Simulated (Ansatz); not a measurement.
Ansatz (a program for electronic structure) input:

Ansatz 0.2 input:
```yaml
crystal:
  periodic: [false, false, false]
  atoms:
    - {symbol: Bi, position_ang: [0.80742185, 0.42617763, 0.28107635]}
    - {symbol: I, position_ang: [-0.98694290, 1.24680482, -1.59755100]}
    - {symbol: I, position_ang: [-0.27751018, -1.91421507, 1.15737482]}
basis:
  gaussian:
    orbitals: def2-TZVPD
hamiltonian:
  xc: {name: PBE0}
total_charge: 1
output: {forces: true}
```

Q: Which total energy does the run end on?

A: -809.89430 Eh (PBE0/def2-TZVPD). The basis has 174 functions.

It need not be the lowest isomer of its formula.
